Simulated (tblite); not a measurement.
A structure optimised at GFN2-xTB (Å):
```
atom  x, y, z in Å
F1     1.860   -0.792   -1.368
C2     1.709    0.096   -0.291
Si3    0.702    1.619   -0.906
C4    -1.057    1.064   -1.088
Si5   -1.959   -0.042    0.107
C6    -0.783   -1.455    0.626
Si7    0.943   -0.890    1.161
H8     2.728    0.409   -0.047
H9     1.280    2.091   -2.168
H10    0.869    2.635    0.146
H11   -1.584    1.366   -1.981
H12   -3.175   -0.597   -0.507
H13   -2.331    0.707    1.321
H14   -0.675   -2.144   -0.212
H15   -1.246   -2.022    1.432
H16    1.810   -2.042    1.444
H17    0.903    0.008    2.322
```

Doublet state.

Read off the bonds between heavy atoms and their formal orders.

F1–C2 1.40 Å (single); C2–Si3 1.93 Å (single); Si3–C4 1.85 Å (single); C4–Si5 1.86 Å (single); Si5–C6 1.91 Å (single); C6–Si7 1.89 Å (single); C2–Si7 1.92 Å (single). Bonds to hydrogen (Å): C2–H8 1.09; Si3–H9 1.47; Si3–H10 1.47; C4–H11 1.08; Si5–H12 1.47; Si5–H13 1.47; C6–H14 1.09; C6–H15 1.09; Si7–H16 1.47; Si7–H17 1.47.

Write the SMILES.

`F[C@H]1[SiH2][CH][SiH2]C[SiH2]1`, C3H10FSi3.

Name the point group.

C1 (no symmetry element, even within 0.4 Å).

Which rings does it hold?

C2–Si3–C4–Si5–C6–Si7 (6 members, 0.26 Å rms from planarity).

Classify the heavy atoms.

F1: fluorine bonded to C; C2: carbon bonded to F, 2 Si and H; Si3: silicon bonded to 2 C and 2 H; C4: carbon bonded to 2 Si and H; Si5: silicon bonded to 2 C and 2 H; C6: carbon bonded to 2 Si and 2 H; Si7: silicon bonded to 2 C and 2 H.

What is the arrangement about Si3?

It has 4 neighbours (C2, C4, H9, H10) and is distorted tetrahedral (angles from 105.0° to 112.7°).

What is the arrangement about Si7?

It has 4 neighbours (C6, C2, H16, H17) and is tetrahedral (angles from 107.2° to 112.4°).

All values are computed, not measured.
